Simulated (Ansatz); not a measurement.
Total energies of the cluster Li₉ (the lowest doublet isomer of a short search) from Ansatz at PBE/def2-TZVP, gas phase (1 Eh = 27.2114 eV = 2625.5 kJ/mol). The reference geometry is relaxed at r2SCAN/def2-TZVP.

Cartesian coordinates in Å:
```
Li 1.957 1.938 -0.220
Li -0.267 -2.402 1.346
Li -1.260 2.178 -0.353
Li 0.631 0.774 -2.574
Li -0.002 0.001 -0.003
Li 2.117 -1.279 -0.552
Li 0.659 0.518 2.393
Li -2.332 -0.309 1.441
Li -1.504 -1.420 -1.478
```

```json
{"state": "charge 0 doublet", "geometry": "reference", "energy (Eh)": "-67.47276"}
{"state": "charge 1 singlet", "geometry": "reference", "energy (Eh)": "-67.33355"}
{"state": "charge 1 singlet", "geometry": "relaxed at r2SCAN/def2-TZVP", "energy (Eh)": "-67.33655"}
{"state": "free Li atom (doublet)", "geometry": "–", "energy (Eh)": "-7.46192"}
```

Problem. Work out the vertical ionisation energy to the singlet.

Solution. E(charge 1 singlet) − E(charge 0 doublet) = -67.33355 − (-67.47276) = 0.13921 Eh = 3.79 eV. For comparison, −ε of the highest occupied level of the spin that leaves is 2.31 eV at this level, 1.48 eV less.

Problem. How much does the charge 1 singlet relax, and what is the adiabatic ionisation energy?

Solution. Relaxation: -67.33355 − (-67.33655) = 0.00300 Eh = 0.08 eV. Adiabatic ionisation energy: 0.13621 Eh = 3.71 eV, without zero-point energy. 

Problem. What is the binding energy per atom against free atoms?

Solution. Atoms: 9 × (-7.46192) = -67.15728 Eh. Binding: -67.15728 − (-67.47276) = 0.31548 Eh = 8.58 eV, or 0.95 eV for each of 9 atoms (no zero-point energy, no counterpoise term).

The restricted singlet is unstable towards broken spin symmetry in Hartree–Fock (as tested in another run); at PBE/def2-TZVP this wasn't settled. 

The structure comes from a short search, and lower isomers may exist.
